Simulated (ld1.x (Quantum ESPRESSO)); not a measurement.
What one change does to a pseudopotential (Si, RRKJ)

- Element: Si (Z = 14)
- Generator: ld1.x (Quantum ESPRESSO) 7.5
- Type: norm-conserving RRKJ (Kleinman–Bylander form)
- Functional: BLYP
- Relativity: scalar-relativistic
- Frozen core: [Ne]
- Valence charge: 4
- Reference configuration: 3s2 3p0 (charge +2)
- Partial waves: 3p (bound, empty): rc 1.40 bohr; 3s (bound): rc 1.50 bohr
- Local potential: the s channel
- Core correction: none

All-electron outer shells of the reference configuration (BLYP, scalar-relativistic, ld1.x):

```
shell  level (eV)  outermost node (bohr)  outermost maximum (bohr)
   3s      -28.48                   0.71                      1.69
   3p      -20.45                   0.71                      1.89
```

Change: wave 3s (bound): rc 1.50 bohr becomes 3s (bound): rc 2.22 bohr.

Cutoffs: the cutoffs (Ry, on a coarse ladder) from which the occupation-weighted sum of valence levels, in a spherical-Bessel basis at the reference potential, stays within 10 and 1 mRy of its value at 400 Ry; they do not see the model core or the augmentation charge, which bear on the density cutoff. Errors are all-electron minus pseudo energies relative to the spin-unpolarised reference configuration.

**Question.** How do hardness, ghosts and transferability respond?

**Answer.** The potential gets softer (25 Ry and 40 Ry → 12 Ry and 30 Ry); of the 7 tests that both files solve, the error grows in 5 and shrinks in 0 by more than 15 % and 0.3 meV (median size 63.6 → 85.9 meV); neither file shows a bound ghost. A larger radius leaves more room for a smooth pseudo-wave, so fewer plane waves are needed. More of the atom is replaced by a form fitted at one configuration, so other configurations suffer.

```csv
quantity,base,changed
"cutoff, loose",25 Ry,12 Ry
"cutoff, tight",40 Ry,30 Ry
bound ghosts,none,none
"error for 3s2 3p2, meV [ΔE -23.48 eV]",+61,+86
"error for 3s2 3p1, meV [ΔE -15.89 eV]",+26,+35
"error for 3s1 3p0, meV [ΔE 34.00 eV]",+117,+107
"error for 3s2 3p2.3, meV [ΔE -24.36 eV]",+68,+96
"error for 3s2 3p1.5, meV [ΔE -20.63 eV]",+45,+62
"error for 3s0 3p4, meV [ΔE -9.60 eV]",+97,+101
"error for 3s1 3p3, meV [ΔE -16.63 eV]",+64,+86
```

Base: The cutoffs count occupied waves only; the empty 3p level needs 45 Ry at the loose tolerance. Changed file: The cutoffs count occupied waves only; the empty 3p level needs 40 Ry at the loose tolerance.
